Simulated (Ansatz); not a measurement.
Consider the atomization: `BC[SiH2]CF` → B• + 2 C• + F• + 8 H• + Si•.

Program: Ansatz. Geometries: PBE0-D4/def2-TZVP. ΔE: electronic, gas phase. CCSD(T)/CBS adds triple-zeta CCSD(T) − MP2 to the extrapolated MP2 energy (def2 sets, frozen cores). This one scheme is used for every species, atoms too. Functionals use def2-TZVPP. B3LYP here is the variant with VWN-RPA as its local correlation; programs differ in this. HSE06 is defined as in plane-wave codes. Open shells (•) are unrestricted, without spin–orbit coupling. Spin–orbit coupling would lower the free atoms: a little for B, C, F, Si. Each species was taken in one conformer, which may not be the lowest.

| level | ΔE (kJ/mol) | difference from CCSD(T)/CBS |
| --- | --- | --- |
| LDA (SPW92) | 5225.9 | 601.1 |
| PBE-D4 | 4686.8 | 62.0 |
| revPBE-D4 | 4591.0 | -33.8 |
| BLYP-D4 | 4612.3 | -12.5 |
| r2SCAN-D4 | 4651.2 | 26.4 |
| B97M-V | 4649.2 | 24.4 |
| PBE0-D4 | 4637.6 | 12.8 |
| r2SCANh-D4 | 4631.2 | 6.4 |
| r2SCAN0-D4 | 4603.2 | -21.6 |
| HSE06-D4 | 4640.3 | 15.5 |
| BHLYP-D4 | 4549.3 | -75.5 |
| CAM-B3LYP-D4 | 4664.3 | 39.5 |
| ωB97X-V | 4652.1 | 27.3 |
| B2PLYP | 4588.9 | -35.9 |
| PBE-QIDH | 4610.7 | -14.1 |
| PBE | 4663.1 | 38.3 |
| revPBE | 4517.7 | -107.1 |
| BLYP | 4560.2 | -64.6 |
| r2SCAN | 4645.2 | 20.4 |
| PBE0 | 4617.6 | -7.2 |
| B3LYP | 4603.3 | -21.5 |
| r2SCANh | 4624.9 | 0.1 |
| r2SCAN0 | 4596.3 | -28.5 |
| HSE06 | 4621.7 | -3.1 |
| CAM-B3LYP | 4644.0 | 19.2 |
| LC-ωPBE | 4623.7 | -1.1 |
| HF/def2-SVP | 3559.9 | -1064.9 |
| MP2/def2-SVP | 4430.7 | -194.1 |
| CCSD/def2-SVP | 4366.0 | -258.8 |
| CCSD(T)/def2-SVP | 4400.0 | -224.8 |
| HF/def2-TZVPP | 3533.0 | -1091.8 |
| MP2/def2-TZVPP | 4566.5 | -58.3 |
| SCS-MP2/def2-TZVPP | 4561.8 | -63.0 |
| CCSD/def2-TZVPP | 4471.1 | -153.7 |
| CCSD(T)/def2-TZVPP | 4521.8 | -103.0 |
| HF/def2-QZVPP | 3538.4 | -1086.4 |
| MP2/def2-QZVPP | 4627.5 | 2.7 |
| SCS-MP2/def2-QZVPP | 4629.6 | 4.8 |
| HF/CBS(def2) | 3539.3 | -1085.5 |
| CCSD/CBS(def2) | 4574.2 | -50.6 |
| CCSD(T)/CBS | 4624.8 | 0 |

Largest T1 diagnostic among the species: 0.014.

From BLYP to BHLYP (50 % exact exchange), in def2-TZVPP and without D4, ΔE moves by −39.4 kJ/mol: exact exchange takes away binding that semilocal exchange gives to molecules. The D4 term adds +38.0 kJ/mol with B3LYP and +20.0 kJ/mol with PBE0; it sums over pairs of atoms, weighted by their polarisabilities, and B3LYP, whose exchange is more repulsive, gets the larger term. In def2-TZVPP, CCSD(T) changes the Hartree–Fock value by +988.7 kJ/mol (the triples alone add +50.6 kJ/mol) and MP2 by +1033.5 kJ/mol; breaking electron pairs costs correlation energy, which Hartree–Fock lacks.

For atomizations the MP2-based limit and the directly extrapolated one differ by several kJ/mol either way, and by 10 to 25 for some Ge, Se and Sn compounds, so smaller differences from it don't rank the levels.
